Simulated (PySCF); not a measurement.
Compound: CH₄F₃P₃Si.
Atom-mapped SMILES: `[F:1][C:2]([F:3])([F:4])[p:5]1[pH:6][p:7]1[SiH3:8]` (hydrogens: H9 on P6; H10, H11, H12 on Si8)

Geometry (GFN2-xTB, Å), atoms numbered from 1 in this order:
```
atom  x, y, z in Å
F1    -2.245   -2.066   -0.005
C2    -2.329   -0.730    0.002
F3    -2.571   -0.351   -1.261
F4    -3.421   -0.416    0.712
P5    -0.793    0.034    0.778
P6    -0.572    1.612   -0.686
P7     0.495   -0.299   -0.928
Si8    2.470   -0.049    0.168
H9     0.373    2.296    0.096
H10    2.387    0.953    1.239
H11    3.419    0.379   -0.859
H12    2.788   -1.364    0.718
```

PySCF, density fitting, gas phase, GFN2-xTB geometry. The standard run uses grid level 2 after a coarse-grid start, the def2-universal JK fitting basis (with tight functions added where the orbital basis needs them), an energy threshold of 1e-9 Eh and DIIS. The changed runs have no coarse-grid stage.

Question: Standard HF/def2-SVPD: E = -1649.006793 Eh, HOMO -9.918 eV, LUMO 2.023 eV, dipole 3.644 D, 11 cycles (coarse-grid cycles included). What changes at HF/def2-SVPD with: grid level 3?

Answer: E = -1649.006793 Eh (0.000 mEh), HOMO -9.918 eV (0.000), LUMO 2.023 eV (0.000), dipole 3.644 D (0.000), 11 SCF cycles. The result matches the standard run within 0.02 mEh and 0.003 eV; such settings steer the iterations and don't enter the energy expression.

The cycles:
```
cycle   1  E = -1648.7945165767  dE =  1.318e+00  |g| = 9.252e-01  |ddm| = 4.144e+00
cycle   2  E = -1648.9443964822  dE = -1.499e-01  |g| = 5.706e-01  |ddm| = 1.605e+00
cycle   3  E = -1649.0035120831  dE = -5.912e-02  |g| = 7.846e-02  |ddm| = 6.406e-01
cycle   4  E = -1649.0064138328  dE = -2.902e-03  |g| = 2.484e-02  |ddm| = 2.579e-01
cycle   5  E = -1649.0067602773  dE = -3.464e-04  |g| = 5.400e-03  |ddm| = 8.306e-02
cycle   6  E = -1649.0067888103  dE = -2.853e-05  |g| = 2.088e-03  |ddm| = 2.796e-02
cycle   7  E = -1649.0067923189  dE = -3.509e-06  |g| = 7.387e-04  |ddm| = 8.701e-03
cycle   8  E = -1649.0067929979  dE = -6.790e-07  |g| = 2.406e-04  |ddm| = 4.879e-03
cycle   9  E = -1649.0067930679  dE = -7.001e-08  |g| = 8.747e-05  |ddm| = 1.461e-03
cycle  10  E = -1649.0067930741  dE = -6.220e-09  |g| = 3.163e-05  |ddm| = 3.589e-04
cycle  11  E = -1649.0067930751  dE = -9.250e-10  |g| = 9.035e-06  |ddm| = 1.371e-04
```
